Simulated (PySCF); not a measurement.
HgBr2, SMILES [Hg]([Br])[Br].

The structure is a stationary point at B3LYP-D3(BJ)/def2-SVP. The isomer is the one that the SMILES or the coordinates give; other isomers of the formula were not compared. The def2 effective core potentials stand for the cores of Hg; spin–orbit coupling is left out.

Method: C-PCM-B3LYP/def2-SVP (PySCF).

The values are the electrostatic part of the solvation free energy, E(continuum) − E(gas) at the gas-phase geometry, in a cavity of scaled van der Waals radii (PySCF's table); cavitation and dispersion terms are not included. A continuum can't describe solvent molecules that bind to the metal. In vacuum the orbital gap is 4.98 eV. The dipole moment in vacuum is 0.00 D.

| solvent | ε | ΔG(elec) (kcal/mol) | dipole (D) | gap (eV) |
|---|---|---|---|---|
| water | 78.36 | -11.7 | 0.00 | 5.38 |
| toluene | 2.37 | (withheld) | (withheld) | (withheld) |
| ethylethanoate | 5.99 | -9.5 | 0.00 | 5.30 |

### Question
Some entries are withheld; supply them. (The exact figures need the calculation; the answer reports its results.)

### Answer

- toluene, ΔG(elec) (kcal/mol): -6.2
- toluene, dipole (D): 0.00
- toluene, gap (eV): 5.19
